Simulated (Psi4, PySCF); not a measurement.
Internal rotation in SMILES O(C[SiH2]C#N)C (C3H7NOSi). Scanned: dihedral O2–C3–Si4–C5; all other coordinates were relaxed at GFN2-xTB. Points at φ and −φ are mirror images. Heavy atoms are numbered in the order of the SMILES COC[SiH2]C#N, hydrogens after them in the order of the atoms that carry them; the mirror image has the same energies with the sign of each dihedral reversed.

RHF/6-31G* = restricted Hartree-Fock/6-31G*, spherical d, density fitting // GFN2-xTB run with PySCF; M06-2X/def2-TZVP // GFN2-xTB (Psi4); MP2/cc-pVTZ = DF-MP2 (frozen core)/cc-pVTZ // GFN2-xTB (Psi4).

Energies in kcal/mol, each method relative to its own lowest point.

```tsv
φ / °	RHF/6-31G*	M06-2X/def2-TZVP	MP2/cc-pVTZ
-150	1.0	0.9	1.0
-120	2.2	2.0	2.1
-90	1.4	1.2	1.2
-60	0.8	0.6	0.3
-30	2.3	1.9	1.7
0	3.6	3.1	3.0
30	2.3	1.9	1.7
60	0.8	0.6	0.3
90	1.4	1.2	1.2
120	2.2	2.0	2.1
150	1.0	0.9	1.0
180	0.0	0.0	0.0
```
